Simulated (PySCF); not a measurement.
ClH2Si, SMILES [SiH2]Cl, multiplicity 2.

Geometry optimised at B3LYP-D3(BJ)/def2-TZVP. The isomer is the one that the SMILES or the coordinates give; other isomers of the formula were not compared.

All values below come from TDA-PBE/def2-TZVPD run with PySCF.

Vertical excitations. The molecule is in vacuum.

```csv
state,energy (eV),λ (nm),f,main pairs
root 1,3.98,312,0.002,β HOMO→LUMO 99 %
root 2,4.12,301,0.015,α HOMO→LUMO 98 %
root 3,4.73,262,0.029,β HOMO−1→LUMO 94 %
root 4,5.03,247,0.026,α HOMO→LUMO+1 98 %
root 5,5.49,226,0.057,"α HOMO→LUMO+2 78 %, β HOMO−2→LUMO 19 %"
root 6,5.58,222,0.006,"α HOMO→LUMO+2 19 %, β HOMO−2→LUMO 80 %"
root 7,5.78,215,0.035,α HOMO→LUMO+3 95 %
root 8,5.91,210,0.010,β HOMO−3→LUMO 93 %
root 9,6.35,195,0.001,α HOMO→LUMO+4 99 %
root 10,6.38,194,0.001,"α HOMO−1→LUMO 79 %, β HOMO→LUMO+1 20 %"
```
Unrestricted roots are not spin-pure.
